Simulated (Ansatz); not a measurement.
Ansatz (an electronic-structure program) job for C₃H₅N₂, SMILES c1c[nH+]c[nH]1, charge +1, PBE-D3(BJ)/def2-SVP. 

Ansatz 0.2 input:
```yaml
crystal:
  periodic: [false, false, false]
  atoms:
    - {symbol: C, position_ang: [0.00000000, 0.68431545, 0.97587120]}
    - {symbol: C, position_ang: [0.00000000, -0.68431543, 0.97587122]}
    - {symbol: N, position_ang: [0.00000000, -1.07351809, -0.34694504]}
    - {symbol: C, position_ang: [0.00000000, -0.00000002, -1.14215541]}
    - {symbol: N, position_ang: [0.00000000, 1.07351808, -0.34694508]}
    - {symbol: H, position_ang: [0.00000000, 1.39914356, 1.79586129]}
    - {symbol: H, position_ang: [0.00000000, -1.39914352, 1.79586132]}
    - {symbol: H, position_ang: [0.00000000, -2.03701974, -0.68040000]}
    - {symbol: H, position_ang: [0.00000000, -0.00000003, -2.23121376]}
    - {symbol: H, position_ang: [0.00000000, 2.03701972, -0.68040006]}
basis:
  gaussian:
    orbitals: def2-SVP
hamiltonian:
  xc: pbe
  dispersion: d3bj
total_charge: 1
relax: {f_tol: 0.002, max_steps: 200}
```

Output:

```
WARN ansatz: RAYON_NUM_THREADS=1 ignored (pool sized by the plan → 1); use --threads N
Functional definition: PBE
integrals: 0.04 GiB planned
1108 factors; their error is unknown
mean field: 0.25 GiB planned
mean field evaluation 1: about -6140.4367 eV, gradient 7.6e1 eV
mean field evaluation 2: about -6124.2935 eV, gradient 1.2e2 eV
mean field evaluation 4: about -6154.0320 eV, gradient 9.4e0 eV
mean field evaluation 8: about -6154.1625 eV, gradient 3.9e-1 eV
mean field evaluation 16: about -6154.1628 eV, gradient 5.5e-5 eV
mean field -6154.16282106 eV, -226.1613122326 hartree, gradient 1.8e-5 eV, S^2 0.000000; 0 other end points of the search recorded, 0 dependent functions left out
the calculation of the forces begins
reference -6154.16285058 eV, -226.1613133176 hartree; 18, 18 occupied and 77, 77 virtual orbitals, 1108 factors
relax step   1: F+E_penalty+E_count = -6154.36382592 eV  Δ(F+E_penalty+E_count) = +0.000e0 eV  max|allowed force component| = 2.641e-1 eV/Å  Δτ_max = 0.0000 Å  (29 SCF iters, accepted)
these checks for a lower state are left out or cut short: starts, cluster_reference, orbital_swaps, neighbouring_geometries, increment
integrals: 0.04 GiB planned
1108 factors; their error is unknown
mean field: 0.25 GiB planned
mean field -6154.17215575 eV, -226.1616552760 hartree, gradient 8.3e-6 eV, S^2 0.000000; 0 other end points of the search recorded, 0 dependent functions left out
the calculation of the forces begins
reference -6154.17218525 eV, -226.1616563602 hartree; 18, 18 occupied and 77, 77 virtual orbitals, 1108 factors
relax step   2: F+E_penalty+E_count = -6154.37311337 eV  Δ(F+E_penalty+E_count) = -9.287e-3 eV  max|allowed force component| = 1.110e-1 eV/Å  Δτ_max = 0.0090 Å  (32 SCF iters, accepted)
these checks for a lower state are left out or cut short: starts, cluster_reference, orbital_swaps, neighbouring_geometries, increment
integrals: 0.04 GiB planned
1108 factors; their error is unknown
mean field: 0.25 GiB planned
mean field evaluation 32: about -6154.1730 eV, gradient 1.5e-5 eV
mean field -6154.17298737 eV, -226.1616858377 hartree, gradient 1.5e-5 eV, S^2 0.000000; 0 other end points of the search recorded, 0 dependent functions left out
the calculation of the forces begins
reference -6154.17301687 eV, -226.1616869215 hartree; 18, 18 occupied and 77, 77 virtual orbitals, 1108 factors
relax step   3: F+E_penalty+E_count = -6154.37394194 eV  Δ(F+E_penalty+E_count) = -8.286e-4 eV  max|allowed force component| = 1.200e-2 eV/Å  Δτ_max = 0.0038 Å  (31 SCF iters, accepted)
these checks for a lower state are left out or cut short: starts, cluster_reference, orbital_swaps, neighbouring_geometries, increment
integrals: 0.04 GiB planned
1108 factors; their error is unknown
mean field: 0.25 GiB planned
mean field -6154.17298967 eV, -226.1616859222 hartree, gradient 4.5e-6 eV, S^2 0.000000; 0 other end points of the search recorded, 0 dependent functions left out
the calculation of the forces begins
reference -6154.17301916 eV, -226.1616870059 hartree; 18, 18 occupied and 77, 77 virtual orbitals, 1108 factors
relax step   4: F+E_penalty+E_count = -6154.37394593 eV  Δ(F+E_penalty+E_count) = -3.988e-6 eV  max|allowed force component| = 5.141e-3 eV/Å  Δτ_max = 0.0002 Å  (32 SCF iters, accepted)
these checks for a lower state are left out or cut short: starts, cluster_reference, orbital_swaps, neighbouring_geometries, increment
integrals: 0.04 GiB planned
1108 factors; their error is unknown
mean field: 0.25 GiB planned
mean field -6154.17299091 eV, -226.1616859675 hartree, gradient 2.7e-5 eV, S^2 0.000000; 0 other end points of the search recorded, 0 dependent functions left out
the calculation of the forces begins
reference -6154.17302040 eV, -226.1616870512 hartree; 18, 18 occupied and 77, 77 virtual orbitals, 1108 factors
relax step   5: F+E_penalty+E_count = -6154.37394745 eV  Δ(F+E_penalty+E_count) = -1.519e-6 eV  max|allowed force component| = 3.706e-4 eV/Å  Δτ_max = 0.0003 Å  (32 SCF iters, accepted)
integrals: 0.04 GiB planned
1108 factors; their error is unknown
mean field: 0.25 GiB planned
mean field evaluation 64: about -6154.1727 eV, gradient 3.9e-1 eV
mean field -6154.17299091 eV, -226.1616859675 hartree, gradient 4.5e-6 eV, S^2 0.000000; 1 other end points of the search recorded, 0 dependent functions left out
the calculation of the forces begins
reference -6154.17302040 eV, -226.1616870512 hartree; 18, 18 occupied and 77, 77 virtual orbitals, 1108 factors
Total energy: -6154.37397694 eV, -226.1690720680 hartree
Atom 0 at    -0.000000     0.688292     0.978865 Å, force     0.000000    -0.000371     0.000360 eV/Å
Atom 1 at     0.000000    -0.688292     0.978866 Å, force    -0.000000     0.000371     0.000360 eV/Å
Atom 2 at     0.000000    -1.078897    -0.347737 Å, force    -0.000000    -0.000260    -0.000336 eV/Å
Atom 3 at     0.000000    -0.000000    -1.148244 Å, force    -0.000000     0.000000     0.000330 eV/Å
Atom 4 at     0.000000     1.078897    -0.347737 Å, force     0.000000     0.000260    -0.000336 eV/Å
Atom 5 at    -0.000000     1.405712     1.805810 Å, force    -0.000000    -0.000108     0.000137 eV/Å
Atom 6 at     0.000000    -1.405712     1.805810 Å, force     0.000000     0.000108     0.000137 eV/Å
Atom 7 at    -0.000000    -2.048549    -0.683024 Å, force     0.000000     0.000145    -0.000304 eV/Å
Atom 8 at    -0.000000    -0.000000    -2.244178 Å, force     0.000000    -0.000000    -0.000045 eV/Å
Atom 9 at    -0.000000     2.048549    -0.683024 Å, force    -0.000000    -0.000145    -0.000304 eV/Å
Dipole moment:    -0.000000     0.000000    -0.289791 e Å
```

Self-consistency was reached.
